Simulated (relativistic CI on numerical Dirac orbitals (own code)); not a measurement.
A reference radial Dirac CI calculation of Ti I gave the lowest total energy -852.42350 Ha in 63 SCF steps, from this input:

```
atom Ti  Z=22  charge=0  electrons=22
nucleus A=48  rms_radius_fm=3.5921
hamiltonian dirac-coulomb  breit=on  qed=on  c_scale=1
orbitals kli  potential=per-configuration
slater_scale 1
correlation none
mixing on
grid step=0.0125 r_max=149
scf mixing=0.4 start=green max_iterations=150 tolerance=2e-08 node_fill=0.05
configurations
  [Ar] 3d2 4s2
  [Ar] 3d2 4s 4p
  [Ar] 3d3 4s
  [Ar] 3d4
  [Ar] 3d2 4p2
end
```

One setting was then changed (and the iteration limit cut to 66), and the output read:

```
SCF 1: [Ar] 3d2 4s2
 iter      energy (Ha)   residual   last orbital (Ha)
    1      -852.278920   3.46e-01     -0.21340
    2      -852.706254   2.09e-01     -0.27041
SCF 2: [Ar] 3d2 4s 4p
 iter      energy (Ha)   residual   last orbital (Ha)
    1      -852.159850   3.44e-01     -0.11990
    2      -852.631343   2.18e-01     -0.16869
SCF 3: [Ar] 3d3 4s
 iter      energy (Ha)   residual   last orbital (Ha)
    1      -852.296606   3.66e-01     -0.21340
    2      -852.642367   2.21e-01     -0.25364
SCF 4: [Ar] 3d4
 iter      energy (Ha)   residual   last orbital (Ha)
    1      -852.239902   3.86e-01     -0.10084
    2      -852.514354   2.21e-01     -0.15282
SCF 5: [Ar] 3d2 4p2
 iter      energy (Ha)   residual   last orbital (Ha)
    1      -851.989606   3.82e-01     -0.11990
    2      -852.505697   2.19e-01     -0.18234
orbital energies (Ha): 2p1/2 -17.2204  2p3/2 -16.9955  3s -2.4220  3p1/2 -1.5778  3p3/2 -1.5533  3d3/2 -0.2589  3d5/2 -0.2572  4s -0.2704
configuration averages (Ha): Dirac-Coulomb, Breit, QED
  3d2 4s2                       -852.706254    0.271451    0.176692
  3d2 4s 4p                     -852.631343    0.271446    0.176619
  3d3 4s                        -852.642367    0.271224    0.176574
  3d4                           -852.514354    0.270885    0.176468
  3d2 4p2                       -852.505697    0.271440    0.176536
levels: no., configuration, term, J, E (cm-1), weight
   1 3d2 4s2                3F   2                0.0  0.91
   2 3d2 4s2                3F   3              137.9  0.91
   3 3d2 4s2                3F   4              316.1  0.91
   4 3d2 4s2                1D   2             8784.8  0.88
   5 3d2 4s2                3P   0            10051.4  0.83
   6 3d3 4s                 5F   1            10083.6  1.00
   7 3d2 4s2                3P   1            10090.5  0.83
   8 3d3 4s                 5F   2            10105.2  1.00
   9 3d3 4s                 5F   3            10137.3  1.00
  10 3d2 4s2                3P   2            10164.3  0.83
  11 3d3 4s                 5F   4            10179.6  1.00
  12 3d3 4s                 5F   5            10231.6  1.00
  13 3d2 4s 4p              5G*  2            11371.5  1.00
  14 3d2 4s 4p              5G*  3            11454.3  1.00
lowest total energy -852.317698 Ha
end: converged
```

Task: Which setting was changed?
A. configuration list
B. Breit term
C. speed of light
D. SCF tolerance

Result: D. The SCF tolerance 0.3. This setting is bad on purpose; its numbers may not be properties of the ion.
